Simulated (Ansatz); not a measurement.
Al₁₃As₁₃H₃₀, a nanocrystal cut from zinc blende AlAs (hydrogen-capped). The state is a triplet with charge 0. Geometry r2SCAN-D4/def2-SVP, that of the neutral singlet; atoms count from 1.

```xyz
56

Al    1.5853    2.6820   -0.5518
Al    3.4861    0.5550    2.5572
Al    1.2140    3.8054    3.5098
Al   -1.9635    2.1255    1.2791
Al   -0.0076    0.0070    4.3596
Al    3.9943   -0.6074   -1.6366
Al    2.1946    1.5617   -4.5856
Al   -1.4959    1.0561   -2.5804
Al    0.9606   -2.2084   -3.6336
Al    0.3367   -1.0533    0.3327
Al   -3.3564   -1.7598    2.1550
Al   -2.8961   -2.8124   -1.6441
Al   -5.2497    0.3960   -0.7458
As    2.6049    2.6854    1.7193
As    3.0819    1.5943   -2.2177
As    4.8796   -0.3712    0.6940
As   -0.3708    1.1600   -0.3666
As    1.4457   -0.8749    2.5380
As   -0.7095    2.1656    3.4293
As   -3.8533    0.5070    1.3596
As   -2.0382   -1.4555    4.2625
As    1.9165   -1.9517   -1.3470
As    0.2040    0.0755   -4.1123
As   -3.4166   -0.4917   -2.2448
As   -1.1267   -3.5406   -3.2596
As   -1.6562   -2.5115    0.4960
H     1.1906    4.1495   -1.0066
H     4.2740    0.5197    3.9327
H     0.7172    5.2203    2.9777
H     1.9642    3.6102    4.9042
H    -2.4665    3.5761    0.8807
H     0.6673   -0.0460    5.7934
H     5.0644   -1.2879   -2.5884
H     1.6801    3.0173   -4.9710
H     3.2218    0.7321   -5.4808
H    -1.9842    2.4741   -3.0969
H     1.9320   -2.9412   -4.6502
H    -4.5402   -2.7934    2.3651
H    -4.0651   -3.8802   -1.5568
H    -5.6274    1.8733   -1.2007
H    -6.3294   -0.7630   -0.5557
H     3.8490    3.5404    1.5970
H     4.3180    2.4675   -2.2738
H     6.1452    0.4507    0.6193
H     5.5141   -1.6718    1.1316
H     1.8778   -2.2651    2.9525
H    -1.6989    2.6710    4.4586
H    -4.7900    1.0402    2.4236
H    -2.9932   -0.9812    5.3329
H    -1.7218   -2.8059    4.8640
H     2.3432   -3.3302   -0.8902
H    -0.4994   -0.0746   -5.4451
H    -4.0590   -0.6322   -3.6091
H    -1.7890   -3.7368   -4.6033
H    -0.7678   -4.9866   -3.0031
H    -1.1909   -3.8841    0.9325
```

Single mean-field runs in def2-TZVP are fitted with def2-universal-jkfit. At PBE0-D4/def2-TZVP a singlet of charge 0 lies 4.55 eV below the triplet at the same geometry.

**Question.** Estimate the Mulliken populations of the heavy atoms from the PBE0/def2-TZVP orbitals of Ansatz.

**Answer.** 
```tsv
atom	charge (e)	spin (α − β)
Al1	0.25	0.15
Al2	0.27	0.02
Al3	0.23	0.01
Al4	0.27	0.07
Al5	0.27	0.02
Al6	0.27	0.02
Al7	0.23	0.01
Al8	0.27	0.07
Al9	0.27	0.02
Al10	0.20	0.26
Al11	0.28	0.01
Al12	0.28	0.01
Al13	0.24	0.02
As14	-0.30	0.03
As15	-0.30	0.03
As16	-0.18	0.00
As17	-0.24	0.18
As18	-0.28	0.04
As19	-0.29	0.06
As20	-0.28	0.17
As21	-0.18	0.01
As22	-0.28	0.04
As23	-0.29	0.06
As24	-0.28	0.17
As25	-0.18	0.01
As26	-0.29	0.10
```
Mulliken values depend strongly on the basis.

**Question.** Where does the spin sit?

**Answer.** Summed by element: Al 0.68, As 0.90, H 0.42, of 2 unpaired in all. Largest on single atoms: Al10 0.26, As17 0.18, As20 0.17.

**Question.** And the Mayer bond orders between heavy atoms (over 0.3)?

**Answer.** Al1–As14 0.79 (2.49 Å); Al1–As15 0.79 (2.49 Å); Al1–As17 0.65 (2.49 Å); Al2–As14 0.84 (2.45 Å); Al2–As16 0.72 (2.50 Å); Al2–As18 0.78 (2.49 Å); Al3–As14 0.70 (2.53 Å); Al3–As19 0.68 (2.53 Å); Al4–As17 0.76 (2.49 Å); Al4–As19 0.78 (2.49 Å); Al4–As20 0.73 (2.49 Å); Al5–As18 0.79 (2.49 Å); Al5–As19 0.84 (2.45 Å); Al5–As21 0.72 (2.50 Å); Al6–As15 0.84 (2.45 Å); Al6–As16 0.72 (2.50 Å); Al6–As22 0.78 (2.49 Å); Al7–As15 0.70 (2.53 Å); Al7–As23 0.68 (2.53 Å); Al8–As17 0.76 (2.49 Å); Al8–As23 0.78 (2.49 Å); Al8–As24 0.73 (2.49 Å); Al9–As22 0.79 (2.49 Å); Al9–As23 0.84 (2.45 Å); Al9–As25 0.72 (2.50 Å); Al10–As17 0.81 (2.43 Å); Al10–As18 0.80 (2.47 Å); Al10–As22 0.80 (2.47 Å); Al10–As26 0.82 (2.47 Å); Al11–As20 0.83 (2.45 Å); Al11–As21 0.72 (2.50 Å); Al11–As26 0.79 (2.49 Å); Al12–As24 0.83 (2.45 Å); Al12–As25 0.72 (2.50 Å); Al12–As26 0.79 (2.49 Å); Al13–As20 0.69 (2.53 Å); Al13–As24 0.69 (2.53 Å).
